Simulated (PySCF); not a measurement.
F5Nb, SMILES [F][Nb]([F])([F])([F])[F] (connectivity only; charge and spin as stated), charge -1, multiplicity 2. Atoms are numbered in the order given.

```xyz
6

Nb     0.0000     0.0000     0.0303
F      0.0000     1.5413    -1.1080
F     -1.9801     0.0000     0.0762
F      1.9801     0.0000     0.0762
F      0.0000    -1.5413    -1.1080
F      0.0000     0.0000     1.9253
```
Charge -1, spin multiplicity 2.

Geometry optimised at PBE0-D3(BJ)/def2-SVPD. The spin state was assumed, not searched. The isomer is the one that the SMILES or the coordinates give; other isomers of the formula were not compared. The def2 effective core potentials stand for the cores of Nb; spin–orbit coupling is left out.

The numbers are results of ωB97X/def2-SVPD (PySCF), not measurements.

Mulliken values depend strongly on the basis, most of all with diffuse functions as here. ESP charges are fitted to the potential on shells at 1.4 to 2.0 van der Waals radii. Atomic charges (e):

```
atom  ESP fit  Mulliken  Mulliken spin
----  -------  --------  -------------
Nb1       [?]      2.50           0.93
F2        [?]     -0.68           0.01
F3        [?]     -0.74           0.03
F4        [?]     -0.74           0.03
F5        [?]     -0.68           0.01
F6        [?]     -0.67           0.00
```

### Question
Fill in the missing entries. (An estimate is asked for; the answer gives what the named calculation found.)

### Answer

- Nb1, ESP fit: 1.61
- F2, ESP fit: -0.48
- F3, ESP fit: -0.59
- F4, ESP fit: -0.59
- F5, ESP fit: -0.48
- F6, ESP fit: -0.45
